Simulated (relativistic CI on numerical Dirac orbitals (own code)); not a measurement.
Hyperfine structure of Pb⁵⁺, mass number 207

Computed by Dirac-Coulomb-Breit CI, orbitals from a KLI potential per configuration, model QED (radiative potential, 1s self-energy scaled to tabulated hydrogen-like ionisation energies), valence Slater integrals scaled by 0.85, P86 correlation energy added to each configuration (own radial code, finite nucleus).

CI space (outside the closed core [Kr] 4d10 4f14 5s2): 5p⁶5d⁹, 5p⁶5d⁸6s, 5p⁶5d⁸5f, 5p⁶5d⁸6p, 5p⁶5d⁸5g, 5p⁵5d¹⁰, 5p⁶5d⁸6d, 5p⁶5d⁸7s, 5p⁶5d⁷6s6p, 5p⁶5d⁸7p, 5p⁶5d⁸7d, 5p⁶5d⁸6f, 5p⁶5d⁸7f, 5p⁶5d⁷5f6s, 5p⁶5d⁷6s², 5p⁶5d⁶5f6s², 5p⁶5d⁶6s²6p, 5p⁶5d⁶5g6s², 5p⁶5d⁶6s²6d. Double excitations out of closed p, d and f shells are left out; levels of such configurations are missing from the list, as are those of other unlisted configurations, and high levels can miss mixing partners.

Nuclear spin I = 1/2, μ = 0.5906 μN (tables of Stone and Pyykkö). The electronic factors are computed for point nuclear moments, without core polarisation or the Bohr-Weisskopf and QED corrections.

| Level | E (eV) | A (MHz) |
| --- | --- | --- |
| 5p⁶5d⁹ ²D5/2 | 0.0000 | 1705 |
| 5p⁶5d⁹ ²D3/2 | 2.6371 | 4403 |
| 5p⁶5d⁸6s ⁴F9/2 | 17.2837 | 13140 |
| 5p⁶5d⁸6s ⁴F7/2 | 18.1818 | -6944 |
| 5p⁶5d⁸6s ²D3/2 | 19.0264 | -17770 |
| 5p⁶5d⁸6s ⁴F5/2 | 20.1861 | -4922 |
| 5p⁶5d⁸6s ²F7/2 | 20.3059 | 14300 |
| 5p⁶5d⁸6s ⁴P1/2 | 20.7372 | 88140 |

Levels with J = 0, under 50 % of one LS term, or S terms without an open s electron are left out. Small factors come from cancelling terms and can be off by tens of per cent or more.

At this charge configurations can still be misplaced by up to about 7 % of their energy. Levels and lines within the n = 5 or 6 shells can be off by up to 10 % or somewhat more, and those that change n by about 2 %, since core polarisation is missing.

(1) Give the hyperfine levels of 5p⁶5d⁹ ²D5/2 relative to its centre of gravity.

Results:

(1) With K = F(F + 1) − I(I + 1) − J(J + 1), E = AK/2: F = 2: -2984, F = 3: 2131 MHz.

LS names give the leading component of a level, which can be under half, so a name can repeat, a term be missing and a line seem to break the LS rules.
